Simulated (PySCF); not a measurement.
## A small calculation by hand: oscillator strength and radiative lifetime

Se(H)(Et) (C₂H₆Se), SMILES CC[SeH].

The structure is a stationary point at TPSSh-D3(BJ)/def2-SVP. One conformer was computed; it need not be the lowest.

TDDFT-M06-2X/def2-SVPD (PySCF 2.14.0) puts the first singlet state with f over 0.02 at 5.62 eV (vertical), with the transition dipole (-0.064, -0.496, -0.014) in atomic units.

**Question.** Find the oscillator strength, the wavelength and the radiative lifetime that this transition would have in vacuum if emission retraced absorption.

**Answer.** 
|μ|² = 0.2503 au, so |μ| = 1.27 D. ΔE = 5.62/27.211 = 0.2065 hartree. f = (2/3) ΔE |μ|² = 0.034 (the program prints 0.034).
λ = 1239.84/5.62 = 221 nm; ν = 45328 cm⁻¹.
Einstein's coefficient A = 0.6670 ν² f s⁻¹ (ν in cm⁻¹) = 4.7e7 s⁻¹, so τ = 1/A = 21 ns. This state is S2; the lower singlet has f = 0.002. The figure is the radiative limit of this one transition; relaxation, internal conversion, crossing to triplets and a medium change what is measured.
